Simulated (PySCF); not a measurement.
**Silver: a sound run and one with changed settings**

Sound run: Ag⁺ [Kr] 4d10, Ag²⁺ [Kr] 4d9. Calculation: PySCF 2.14, in cc-pVDZ-PP with ECP28MDF (4s4p3d1f, 38 functions); scalar relativity through the core potential. The sound run starts from symmetry-adapted Hartree-Fock orbitals and uses a fine grid where one is needed.

Changed run: basis STO-3G, all-electron and non-relativistic. This setting is unsound on purpose.

| species | method | sound run (hartree) | changed run (hartree) | converged |
| --- | --- | --- | --- | --- |
| Ag⁺ | UHF | -145.82049 | -5146.23635 | yes |
| Ag⁺ | PBE0 | -146.62398 | -5147.80016 | yes |
| Ag⁺ | LDA | -146.34245 | -5142.70730 | yes |
| Ag²⁺ | UHF | -145.09520 | -5145.91010 | yes |
| Ag²⁺ | PBE0 | -145.83230 | -5147.42912 | yes |
| Ag²⁺ | LDA | -145.52698 | -5142.33800 | yes |

Ionisation energy of Ag⁺:

```json
{"method": "UHF", "sound run (eV)": "19.736", "changed run (eV)": "8.878"}
{"method": "PBE0", "sound run (eV)": "21.543", "changed run (eV)": "10.097"}
{"method": "LDA", "sound run (eV)": "22.190", "changed run (eV)": "10.049"}
```

A minimal basis cannot let orbitals breathe on ionisation and holds almost no correlation. The Hamiltonian changed with the basis, so the totals do not compare.

For comparison, NIST gives 21.484 eV between the lowest levels.
